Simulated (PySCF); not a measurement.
Species: C6H9N3.
Bonds: C1–N2, N2–N3 (aromatic), N3–N4 (aromatic), N4–C5 (aromatic), C5–C6 (aromatic), C6–C7, C7–C8, C8–C9, N2–C6 (aromatic), C7–C9. Hydrogens: H10, H11, H12 on C1; H13 on C5; H14 on C7; H15, H16 on C8; H17, H18 on C9.

Definitions: NICS(0) = −σiso at the ring centroid; NICS(1) = −σiso and NICS(1)zz = −σzz at ±1 Å along the ring normal z. Level: GIAO PBE0/pcSseg-1 (PySCF, non-relativistic, gas phase) on the GFN2-xTB geometry, one conformer.

Rings: 1. N2–N3–N4–C5–C6; 2. C7–C8–C9.

```json
{"set": "P", "NICS(0)": "-42.3", "NICS(1), two faces": "-6.8 / -7.8", "NICS(1)zz, two faces": "-22.7 / -23.1"}
{"set": "Q", "NICS(0)": "-12.4", "NICS(1), two faces": "-12.7 / -12.7", "NICS(1)zz, two faces": "-31.3 / -31.2"}
```

Task: Which set (ppm) belongs to which ring?

Result: P = 2, Q = 1.
- 1 (5-membered ring with 3 N; formal bonds all aromatic): mean NICS(1)zz -31.2 ppm, shielded. The ring is flat and has no four-coordinate atom; by the NICS criterion it is aromatic.
- 2 (3-membered carbocycle; formal bonds all single): mean NICS(1)zz -22.9 ppm, shielded. C7, C8, C9 have four or more neighbours, and the NICS criterion for π rings isn't applied.

Task: How do the rings differ in shape?

Result: 
```csv
ring,bond lengths (Å),rms pucker (Å),HOMA,nearest outside atom to a NICS(1) probe (Å)
1,"1.332, 1.278, 1.343, 1.384, 1.359",0.00,0.95,hydrogen 2.42
2,"1.508, 1.492, 1.507",0.00,–,hydrogen 1.44
```

HOMA = 1 − mean of α(R − Ropt)² over the ring bonds, with Krygowski's 1993 parameters (CC: Ropt 1.388 Å, α 257.7 Å⁻²; CN: Ropt 1.334 Å, α 93.52 Å⁻²; NN: Ropt 1.309 Å, α 130.33 Å⁻²). A dash marks a ring with a four-coordinate atom, a triple bond, no multiple bond or a kind of bond without parameters.

Time: 28 s; peak memory 0.86 GiB. Hardware: Arm Neoverse V2, one thread, shared host. This is the whole shielding run at PBE0/pcSseg-1, SCF included.

Shape of the structure used: `[CH3:1][n:2]1[n:3][n:4][cH:5][c:6]1[CH:7]1[CH2:8][CH2:9]1`: C5–C6–C7–C8 -37°.
